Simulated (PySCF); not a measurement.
# What settings do to a single point of DyF3(H2O)

The sound run of DyF3(H2O) (singlet in the valence; each metal's 4f electrons, 9 of them, lie in its core potential, out of spins and levels) uses PySCF 2.14.0, RKS B3LYP, Dy lcecp-1-SVP with ECP55, F def2-SVP, O def2-SVP, H def2-SVP; non-relativistic Hamiltonian with scalar-relativistic core potentials where named; density fitting; no spin-orbit coupling, grid (50, 194), threshold 1e-8 Eh and 55 cycles, at the relaxed geometry:

```xyz
7

Dy    0.0865   -0.0822    0.0822
F     1.0886    1.3480    1.1294
F    -1.3059   -1.1293    1.1293
F     1.0886   -1.1294   -1.3480
O    -1.2932    1.3213   -1.3213
H    -1.6425    2.1965   -1.0955
H    -1.6425    1.0955   -2.1965
```

There Dy1 has a Mulliken charge of 1.13 e and the dipole about the centre of mass is 6.79 D. Each run below changes one thing and starts from free metal ions and neutral atoms unless it says otherwise; with 55 cycles, smearing, a level shift and second-order steps follow where DIIS fails, and their cycles count. Energy shifts count from the sound run. On f atoms grids over 110 angular points are at least (60, 302).

```json
{"change": "threshold 0.0001", "outcome": "converged", "cycles": "5", "energy shift (eV)": "0.0003", "largest force component (eV/Å)": "0.03", "charge on Dy1 (e)": "1.13", "dipole about the centre of mass (D)": "6.79"}
{"change": "start from the bare core Hamiltonian, limit 72 cycles", "outcome": "converged", "cycles": "13", "energy shift (eV)": "0.0000", "largest force component (eV/Å)": "0.01", "charge on Dy1 (e)": "1.13", "dipole about the centre of mass (D)": "6.79"}
```

One further run converged with energy shift (eV) 0.0217, largest force component (eV/Å) 0.61, charge on Dy1 (e) 1.13, dipole about the centre of mass (D) 6.78. Which change was it?
A. all coordinates × 1.12
B. charge changed by +1, spin kept, limit 57 cycles
C. grid (30, 86)

C.

And the other changes listed?


```
                                          change    outcome  cycles  energy shift (eV)  largest force component (eV/Å)  charge on Dy1 (e)  dipole about the centre of mass (D)
charge changed by +1, spin kept, limit 57 cycles    refused       –                  –                               –                  –                                    –
                          all coordinates × 1.12  converged       9               2.17                            3.67               1.27                                 7.45
```

Forces carry noise of the integration grid, about 0.01 to 0.03 eV/Å.

An lcecp potential fixes the number of 4f electrons, so in runs with it no electron can move into or out of that shell.
